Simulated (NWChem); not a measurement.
System: CH₅FGe; SMILES [CH3][GeH2][F]

Input file for NWChem:

```
start job
memory heap 200 mb stack 900 mb global 1100 mb
geometry units angstroms noautosym nocenter noautoz
  Ge     0.323236     0.102368     0.000678
  C     -0.719220    -1.548331     0.001572
  F     -0.826403     1.444343     0.000520
  H      1.178811     0.271424     1.285580
  H      1.178230     0.270638    -1.284702
  H     -1.357416    -1.596696    -0.901537
  H     -0.039575    -2.423794     0.006381
  H     -1.363407    -1.591529     0.900686
end
basis spherical
  Ge library def2-svp
  C library def2-svp
  F library def2-svp
  H library def2-svp
end
dft
  xc xcamb88 1.00 lyp 0.81 vwn_5 0.19 hfexch 1.00
  cam 0.33 cam_alpha 0.19 cam_beta 0.46
  iterations 150
end
property
  efieldgrad
end
task dft property
```

NWChem printed, in part:

```
             Northwest Computational Chemistry Package (NWChem) 7.3.0
             --------------------------------------------------------

                             Geometry "geometry" -> ""
                             -------------------------

 Output coordinates in angstroms (scale by  1.889725989 to convert to a.u.)

  No.       Tag          Charge          X              Y              Z
 ---- ---------------- ---------- -------------- -------------- --------------
    1 Ge                  32.0000     0.32323600     0.10236800     0.00067800
    2 C                    6.0000    -0.71922000    -1.54833100     0.00157200
    3 F                    9.0000    -0.82640300     1.44434300     0.00052000
    4 H                    1.0000     1.17881100     0.27142400     1.28558000
    5 H                    1.0000     1.17823000     0.27063800    -1.28470200
    6 H                    1.0000    -1.35741600    -1.59669600    -0.90153700
    7 H                    1.0000    -0.03957500    -2.42379400     0.00638100
    8 H                    1.0000    -1.36340700    -1.59152900     0.90068600

 Effective nuclear repulsion energy (a.u.)     210.0872954991

                              NWChem Property Module
                              ----------------------

  itol2e modified to match energy
  convergence criterion.

                                 NWChem DFT Module
                                 -----------------

 Summary of "ao basis" -> "ao basis" (spherical)
 ------------------------------------------------------------------------------
       Tag                 Description            Shells   Functions and Types
 ---------------- ------------------------------  ------  ---------------------
 Ge                         def2-svp                12       32   5s4p3d
 C                          def2-svp                 6       14   3s2p1d
 F                          def2-svp                 6       14   3s2p1d
 H                          def2-svp                 3        5   2s1p

  itol2e modified to match energy
  convergence criterion.

            General Information
            -------------------
          SCF calculation type: DFT
          Wavefunction type:  closed shell.
          No. of atoms     :     8
          No. of electrons :    52
           Alpha electrons :    26
            Beta electrons :    26
          Charge           :     0
          Spin multiplicity:     1
          Use of symmetry is: off; symmetry adaption is: off
          Maximum number of iterations: 150
          AO basis - number of functions:    85
                     number of shells:    39
          Convergence on energy requested:  1.00D-07
          Convergence on density requested:  1.00D-05
          Convergence on gradient requested:  5.00D-04

              XC Information
              --------------
                     Hartree-Fock (Exact) Exchange  1.000
                   CAM-Becke88 Exchange Functional  1.000
                      VWN V Correlation Functional  0.190 local
              Lee-Yang-Parr Correlation Functional  0.810

           Range-Separation Parameters
           ---------------------------
           Alpha           :  0.19
           Beta            :  0.46
           Gamma           :  0.33
           Short-Range HF  :     F

             Grid Information
             ----------------
          Grid used for XC integration:  fine
          Radial quadrature: Mura-Knowles
          Angular quadrature: Lebedev.
          Tag              B.-S. Rad. Rad. Pts. Rad. Cut. Ang. Pts.
          ---              ---------- --------- --------- ---------
          Ge                  1.25      140           9.0       974
          C                   0.70       70           9.0       590
          F                   0.50       70          11.0       590
          H                   0.35       60          11.0       590
          Grid pruning is: on
          Number of quadrature shells:   580
          Spatial weights used:  Erf1

[...]

          -----------------------
          Electric field gradient
          -----------------------

 1 a.u. = 0.324123 10**(16) esu/cm**3  ( or statvolts/cm**2 ) = 0.97174 10**(22) v/m**2

 ------------------------------------------------------------
   Atom      X         Y         Z
 ------------------------------------------------------------
    1 Ge   0.61083   0.19345   0.00128
 ------------------------------------------------------------

 Electric field gradient in molecular frame (a.u.)
         XX             YY             ZZ             XY             XZ             YZ
 ------------------------------------------------------------------------------------------
       -0.272637      -0.564054       0.836691       1.354599      -0.000241       0.000164

 Principal components (a.u.) and orientation
 of principal axis w.r.t. absolute frame                      Asymmetry parameter eta
 --------------------------------------------------------------------------------------
       -1.780759       0.944068       0.836691                       0.060298

       -0.668226       0.743959       0.000413
        0.743959       0.668225       0.000516
       -0.000108      -0.000652       1.000000

 ------------------------------------------------------------
   Atom      X         Y         Z
 ------------------------------------------------------------
    2 C   -1.35913  -2.92592   0.00297
 ------------------------------------------------------------

 Electric field gradient in molecular frame (a.u.)
         XX             YY             ZZ             XY             XZ             YZ
 ------------------------------------------------------------------------------------------
       -0.007691       0.004251       0.003440       0.013658      -0.000072       0.000041

 Principal components (a.u.) and orientation
 of principal axis w.r.t. absolute frame                      Asymmetry parameter eta
 --------------------------------------------------------------------------------------
       -0.016627       0.013186       0.003441                       0.586112

        0.836825       0.547461      -0.003158
       -0.547455       0.836831       0.002696
        0.004119      -0.000527       0.999991

 ------------------------------------------------------------
   Atom      X         Y         Z
 ------------------------------------------------------------
    3 F   -1.56168   2.72941   0.00098
 ------------------------------------------------------------

 Electric field gradient in molecular frame (a.u.)
         XX             YY             ZZ             XY             XZ             YZ
 ------------------------------------------------------------------------------------------
       -0.232247      -0.552155       0.784401       1.174343      -0.000087       0.000023

 Principal components (a.u.) and orientation
 of principal axis w.r.t. absolute frame                      Asymmetry parameter eta
 --------------------------------------------------------------------------------------
       -1.577388       0.792986       0.784401                       0.005443

       -0.657662       0.753300       0.004384
        0.753313       0.657651       0.003869
       -0.000032      -0.005847       0.999983

 ------------------------------------------------------------
   Atom      X         Y         Z
 ------------------------------------------------------------
    4 H    2.22763   0.51292   2.42939
 ------------------------------------------------------------

 Electric field gradient in molecular frame (a.u.)
         XX             YY             ZZ             XY             XZ             YZ
 ------------------------------------------------------------------------------------------
        0.004946       0.063146      -0.068092      -0.010497      -0.090394      -0.017386

 Principal components (a.u.) and orientation
 of principal axis w.r.t. absolute frame                      Asymmetry parameter eta
 --------------------------------------------------------------------------------------
       -0.131182       0.066657       0.064525                       0.016252

        0.555735       0.636391      -0.534944
        0.103814       0.585299       0.804144
        0.824852      -0.502426       0.259206

 ------------------------------------------------------------
   Atom      X         Y         Z
 ------------------------------------------------------------
    5 H    2.22653   0.51143  -2.42773
 ------------------------------------------------------------

 Electric field gradient in molecular frame (a.u.)
         XX             YY             ZZ             XY             XZ             YZ
 ------------------------------------------------------------------------------------------
        0.005024       0.063171      -0.068195      -0.010434       0.090373       0.017309

 Principal components (a.u.) and orientation
 of principal axis w.r.t. absolute frame                      Asymmetry parameter eta
 --------------------------------------------------------------------------------------
       -0.131188       0.066660       0.064528                       0.016249

       -0.555380       0.636514      -0.535166
       -0.103301       0.585751       0.803881
        0.825156       0.501742      -0.259562

 ------------------------------------------------------------
   Atom      X         Y         Z
 ------------------------------------------------------------
    6 H   -2.56514  -3.01732  -1.70366
 ------------------------------------------------------------

 Electric field gradient in molecular frame (a.u.)
         XX             YY             ZZ             XY             XZ             YZ
 ------------------------------------------------------------------------------------------
        0.000996       0.144949      -0.145945      -0.009285      -0.202381      -0.014980

[...]
```

Level: CAM-B3LYP/def2-SVP. Geometry: optimised at PBE-D3(BJ)/def2-SVP. NWChem prints the field gradient with the sign opposite to the second derivative of the potential.
